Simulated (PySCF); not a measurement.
[Ti(CH3)Br3], CH3Br3Ti (singlet state).
SMILES: `[CH3][Ti]([Br])([Br])[Br]`

Computed with PySCF 2.14.0, PBE0-D3(BJ)/def2-TZVP geometry optimisation, gas phase.

Take the most abundant isotopes and a rigid rotor. 

**Question.** Give the principal moments of inertia and the rotational constants in cm⁻¹.

**Answer.** Ia = 710.63, Ib = 713.01, Ic = 1202.16 u·Å²; 505379 MHz·u·Å²/I gives 711.2, 708.8 and 420.4 MHz, that is A = 0.02372, B = 0.02364, C = 0.01402 cm⁻¹.

**Question.** Classify the top.

**Answer.** An oblate symmetric top, as the point group C3v requires two equal moments; the computed ones differ by 0.34 % because the geometry is symmetric only within the optimiser's tolerance; Ray's κ = 0.984.

**Question.** What does the inertial defect say?

**Answer.** Not planar: Δ = Ic − Ia − Ib = -221.48 u·Å². For a rigid frame Δ = −2 Σ m c², so Σ m c² = 110.74 u·Å² lies off the ab plane: 22.65 from hydrogen and 88.09 from heavier atoms. The atom farthest from that plane is 2.75 Å away.

**Question.** Give the other two planar moments, Paa and Pbb, and the rms extents of the mass along the axes.

**Answer.** Paa = Σ m a² = (Ib + Ic − Ia)/2 = 602.27 and Pbb = Σ m b² = (Ia + Ic − Ib)/2 = 599.89 u·Å². With the mass M = 299.73 u, the rms extents √(P/M) along a, b and c are 1.42, 1.41, 0.61 Å.

**Question.** Where do the R-branch lines fall?

**Answer.** The dipole of 1.51 D lies along the symmetry axis, so ΔK = 0 and J+1 ← J falls at 2B(J+1) for every K: 1.42 GHz, 2.84 GHz, 4.26 GHz, 5.68 GHz, 7.10 GHz for J = 0 to 4.

**Question.** Estimate the classical rotational partition function at 10 K, 50 K and 200 K.

**Answer.** Point group C3v, symmetry number σ = 3; q = (√π/σ)·√((kT/h)³/(ABC)), k/h = 20836.6 MHz/K: 3860 at 10 K, 43200 at 50 K, 345000 at 200 K.

No PBE0-D3(BJ)/def2-TZVP frequencies stand behind this structure, so it isn't proved a minimum. Isolated species at its PBE0-D3(BJ)/def2-TZVP geometry, gas phase. No vibrational averaging or centrifugal distortion is included, and the geometry carries the error of its method.
